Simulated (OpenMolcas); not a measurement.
N³⁺: RASPT2 settings compared

| Quantity | Value |
| --- | --- |
| Program | OpenMolcas 26.06 |
| Basis | ANO-R1 [3s2p1d] |
| Scalar Hamiltonian | X2C, finite nucleus |
| Active space | 2 electrons in 9 orbitals (RAS2 2s 2p; RAS3 3d, at most 2 electrons) |
| State averaging | 2S+1 = 3 even, 3 roots (0 in the spin-orbit step); 2S+1 = 1 even, 1 root; 2S+1 = 3 odd, 3 roots; 2S+1 = 1 odd, 3 roots |
| Spin-orbit coupling | state interaction with AMFI integrals over the reference wave functions, term energies averaged over their components |

Methods on the same reference wave functions:
A. RASSCF
B. SS-RASPT2, IPEA 0.3 Eh, sigma2 regulariser 0.1 Eh (closed shells correlated: 1s)
C. SS-RASPT2, IPEA 0.1 Eh, sigma1 regulariser 0.05 Eh (closed shells correlated: 1s)
D. XMS-RASPT2, IPEA 0.2 Eh, imaginary shift 0.4 Eh (closed shells correlated: 1s)

Energies in cm⁻¹ above 2s² ¹S₀, the measured ground level; measured values from Moore, Selected Tables of Atomic Spectra, NSRDS-NBS 3, section 4.

```csv
Level,A,B,C,D,Measured
2s² ¹S₀,0.0,0.0,0.0,0.0,0.0
2s 2p ³P°₀,59902,59793,59793,59790,67209
2s 2p ³P°₁,59965,59856,59856,59853,67272
2s 2p ³P°₂,60091,59983,59982,59979,67416
2s 2p ¹P°₁,122188,121950,121949,121943,130694
```

Deviations, from unrounded energies. A percentage is the sum of absolute deviations over the sum of measured energies, with the sign that they share, or ± where signs differ.

```json
{"Against measurement": "mean absolute deviation (cm-1)", "Levels": "4", "A": "7600", "B": "7800", "C": "7800", "D": "7800"}
{"Against measurement": "other configurations (%)", "Levels": "4", "A": "-9.2", "B": "-9.3", "C": "-9.3", "D": "-9.3"}
```

A, B, C, D lie about equally close to measurement. The largest miss of A in the table is 2s 2p ¹P°₁, by -8500 cm-1. The ranking rests on the paired levels alone, and a cruder setting can come out closer through cancelling errors.

Among B to D the level of the table that moves most is 2s 2p ¹P°₁, by 7.1 cm-1 (lowest in D, highest in B).

The lowest spin-free term lies below A's lowest term by 0.001 hartree in B, 0.001 hartree in C, 0.001 hartree in D.

Active for correlation alone: 3d; no level in the range computed is led by a configuration that fills it, so any true level of that kind is missing. The basis is small and was not contracted for so high a charge. Computed and measured levels are paired by configuration, term and J; levels that our copy of the source lacks, or whose pairing is in doubt (as where it misses far off the trend of its configuration), stay unpaired and out of the deviations. Only configurations of the active space appear.

° marks odd parity.
